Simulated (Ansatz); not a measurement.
Two structures of Si2N2H10, closed shell, reached by relaxing down either side of one saddle point (PBE0-D4/def2-TZVP). Energies are electronic, without zero-point energy. Ansatz 0.2.0; basis: def2-TZVPP and def2-QZVPP; cores frozen in the correlated methods. Extrapolation: Hartree–Fock as exp(−7.88 √X), correlation as X^−2.97. First:

```xyz
14
angstrom
Si -0.4219 -0.5331 1.3667
N 0.9758 0.4328 1.5584
H -0.0624 -1.4371 0.2324
H -0.8217 -1.3937 2.5183
N -1.7700 0.4954 1.1457
H 1.9460 -0.1921 -1.5942
Si 0.7327 -0.0336 -2.4335
H 1.8768 0.0992 1.2606
H 1.0473 1.1236 2.2869
H -2.6885 0.2039 1.4344
H -1.8028 1.1600 0.3901
H -0.2583 0.8215 -1.7339
H 0.1370 -1.3632 -2.7158
H 1.1098 0.6162 -3.7162
```

Second:

Si1  (-0.848, -0.125, 0.564)
N2  (2.141, -0.175, 0.676)
H3  (-0.425, -1.496, 0.992)
H4  (-0.398, 0.818, 1.623)
N5  (-2.564, 0.076, 0.441)
H6  (2.649, -0.906, 0.193)
Si7  (0.064, 0.365, -1.528)
H8  (2.127, -0.411, 1.660)
H9  (2.666, 0.684, 0.574)
H10  (-3.147, -0.010, 1.259)
H11  (-3.046, -0.265, -0.375)
H12  (-1.014, 0.558, -2.546)
H13  (0.934, -0.734, -2.031)
H14  (0.862, 1.621, -1.503)
(Å)

Q: Which bonds change from the first to the second?

A: SiN₂H₆ ([NH2][SiH2][NH2]) + SiH₄ → Si₂NH₇ ([NH2][SiH2][SiH3]) + NH₃; bonds formed: Si1–Si7, N2–H6; bonds broken: Si1–N2, H6–Si7.

Q: Give the saddle point's structure and its height above each. (An estimate is asked for; the value comes from the calculation.)

A: By the calculation: 2.125 eV above the first and 1.525 eV above the second (CCSD(T) at an estimated basis limit (MP2 extrapolated from triple and quadruple zeta, plus CCSD(T) − MP2 in triple zeta)).
Si1  (-0.377, -0.590, 1.012)
N2  (1.308, 0.220, 1.106)
H3  (-0.180, -1.912, 0.388)
H4  (-0.567, -0.843, 2.476)
N5  (-1.607, 0.515, 0.666)
H6  (1.387, 0.313, 0.028)
Si7  (0.343, 0.017, -1.954)
H8  (2.047, -0.339, 1.530)
H9  (1.276, 1.137, 1.544)
H10  (-2.366, 0.647, 1.316)
H11  (-1.812, 0.792, -0.281)
H12  (-1.097, 0.306, -2.326)
H13  (0.587, -1.281, -2.678)
H14  (1.058, 1.018, -2.828)
(Å)

No T1 diagnostic of these runs exceeds 0.012.

Labels in which every atom is bracketed show which atoms are joined, not bond orders.

For scale, one of the runs: CCSD(T)/def2-TZVPP, 286 basis functions, launched by `ansatz run in.yaml --threads 8 --pin off --events-out ev --progress --plain --max-ram 19148MiB`. The run took 120 s on 8 CPU threads of an Arm Neoverse V1 (shared host), with 8.2 GiB of host memory at its peak.
